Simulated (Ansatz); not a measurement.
A search over several starts for the lowest SCF solution of Si4H6⁻ at the given spin, in a small basis.

```yaml
crystal:
  periodic: [false, false, false]
  atoms:
    - {symbol: Si, position_ang: [-0.184874, -0.595718, 1.684635]}
    - {symbol: Si, position_ang: [1.286620, 0.818575, 0.949494]}
    - {symbol: Si, position_ang: [0.462585, 0.703507, -1.225221]}
    - {symbol: Si, position_ang: [-1.150526, -0.842730, -0.419687]}
    - {symbol: H, position_ang: [-2.578612, -0.374734, -0.545303]}
    - {symbol: H, position_ang: [-0.119307, 1.981575, -1.775002]}
    - {symbol: H, position_ang: [2.413174, 1.585848, 1.584510]}
    - {symbol: H, position_ang: [-0.482678, -1.195315, 3.031071]}
    - {symbol: H, position_ang: [-1.053640, -2.218968, -1.028729]}
    - {symbol: H, position_ang: [1.407257, 0.137959, -2.255768]}
basis:
  gaussian: {orbitals: def2-SVP}
total_charge: -1
magnetization: {spin_polarized: true, initial_magnetization: 1}
hamiltonian: {xc: pbe0, dispersion: d4}
output: {orbitals: {seedname: orbitals}}
```

```sh
$ ansatz run in.yaml --threads 4 --pin off --events-out ev --progress --plain --max-ram 3916MiB
```

Shortened log:

```
Functional definition: PBE0
982 factors; integrals over basis functions are off by at most 9.4e-4 eV
mean field evaluation 1: about -31583.3593 eV, gradient 8.2e0 eV
mean field evaluation 2: about -31583.3220 eV, gradient 8.4e0 eV
mean field evaluation 4: about -31583.9058 eV, gradient 2.1e-1 eV
mean field evaluation 8: about -31583.9264 eV, gradient 4.3e-2 eV
mean field evaluation 16: about -31583.9264 eV, gradient 6.0e-5 eV
mean field -31583.92642537 eV, -1160.6878877779 hartree, gradient 6.0e-5 eV, S^2 0.758234; 0 other end points of the search recorded, 0 dependent functions left out
reference -31583.92645877 eV, -1160.6878890056 hartree; 32, 31 occupied and 70, 71 virtual orbitals, 982 factors
Total energy: -31584.28068185 eV, -1160.7009064638 hartree
```

It took 1.9 s on 4 threads of Arm Neoverse V2 on a shared host.

The highest occupied level of the charge -1 doublet lies above zero (up to 1.30 eV). By energy differences its removal costs 0.61 eV (vertical, to the charge 0 singlet, at PBE0-D4/def2-TZVPD). The structure comes from a short search, and lower isomers may exist.
